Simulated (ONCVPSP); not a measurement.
# Transferability test, ONCV potential for Ge

| Item | Value |
| --- | --- |
| Element | germanium |
| Generator | ONCVPSP 4.0.1 |
| Type | optimised norm-conserving Vanderbilt (ONCV) |
| Functional | PBE |
| Relativity | scalar-relativistic |
| Frozen core | [Ar] 3d10 |
| Valence charge | 4 |
| Reference configuration | 4s2 4p1.5 (charge +0.5) |
| Partial waves | 4s: rc 1.60 bohr, ncon 4, nbas 7, qcut 4.3 1/bohr, 3 projectors, debl 0.6 Ha; 4p: rc 2.20 bohr, ncon 4, nbas 7, qcut 3.1 1/bohr, 2 projectors, debl 0.3 Ha; d scattering state at 0.4 Ha: rc 1.70 bohr, ncon 3, nbas 8, qcut 5.4 1/bohr, 2 projectors, debl 3.5 Ha |
| Local potential | polynomial inside 1.15 bohr (lpopt 5, dvloc0 0 Ha) |
| Core correction | none |

Energies are relative to the spin-unpolarised reference configuration 4s2 4p1.5; without spin polarisation the order of configurations can differ from experiment.

```tsv
valence configuration	charge	ΔE all-electron (eV)	error AE − PS (meV)
4s2 4p1	+1	4.642	-1.4
4s1 4p0	+3	54.873	+82
```

(1) What are ΔE and the potential's error for 4s2 4p2?

(2) What are ΔE and the potential's error for 4s2 4p0?

Note: ghosts flagged at negative energy: s at -161.0 eV; GHOST(+) flagged for s at 155.8 eV. A true bound ghost makes a file unfit for plane-wave use.

Answers

(1) ΔE = -2.802 eV all-electron; the error (AE − PS) is +0.1 meV.

(2) ΔE = 20.081 eV all-electron; the error (AE − PS) is -5.2 meV.
